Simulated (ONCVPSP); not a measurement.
**Cutoff test, Ni, ONCV**

Ni (Z = 28), optimised norm-conserving Vanderbilt (ONCV), made with ONCVPSP 4.0.1 (LDA (Perdew-Zunger), fully relativistic). Core [Ne], reference 3s2 3p6 3d8 4s2. Waves: 3s+4s: rc 1.35 bohr, ncon 4, nbas 8, qcut 9.6 1/bohr, 2 projectors; 3p: rc 1.00 bohr, ncon 4, nbas 7, qcut 16.6 1/bohr, 2 projectors, debl 2.7 Ha; 3d: rc 0.85 bohr, ncon 4, nbas 9, qcut 19.6 1/bohr, 2 projectors, debl 2.6 Ha. Local part: polynomial inside 0.65 bohr (lpopt 5, dvloc0 0 Ha). Core correction: none.

Open shells are filled in proportion to 2j + 1.

For each optimised wave give the share of its norm inside rc, the residual kinetic energy above qcut (Ha) and the cutoffs (Ha) for errors of 10, 1, 0.1 and 0.01 mHa per electron.

| wave | norm inside rc | residual KE | 10 mHa | 1 mHa | 0.1 mHa | 0.01 mHa |
| --- | --- | --- | --- | --- | --- | --- |
| 3s | 0.968 | 5.0e-07 | 11.4 | 27.1 | 34.6 | 40.1 |
| 4s | 0.053 | 9.7e-07 | 8.4 | 22.9 | 33.4 | 40.3 |
| 3p j=3/2 | 0.783 | 6.9e-08 | 30.8 | 58.6 | 84.6 | 102.1 |
| p projector 2 j=3/2 | 0.032 | 2.1e-09 | 22.0 | 31.5 | 61.7 | 87.0 |
| 3p j=1/2 | 0.793 | 6.9e-08 | 31.8 | 46.3 | 83.4 | 101.5 |
| p projector 2 j=1/2 | 0.032 | 2.2e-09 | 22.7 | 32.4 | 57.4 | 86.3 |
| 3d j=5/2 | 0.489 | 7.1e-07 | 109.5 | 134.4 | 154.2 | 170.4 |
| d projector 2 j=5/2 | 0.055 | 1.2e-07 | 93.4 | 123.0 | 146.8 | 166.0 |
| 3d j=3/2 | 0.493 | 6.3e-07 | 109.9 | 134.7 | 154.4 | 170.5 |
| d projector 2 j=3/2 | 0.055 | 1.2e-07 | 93.6 | 123.2 | 147.0 | 166.1 |

The occupied waves need 135 Ha and 154 Ha for 1 and 0.1 mHa.
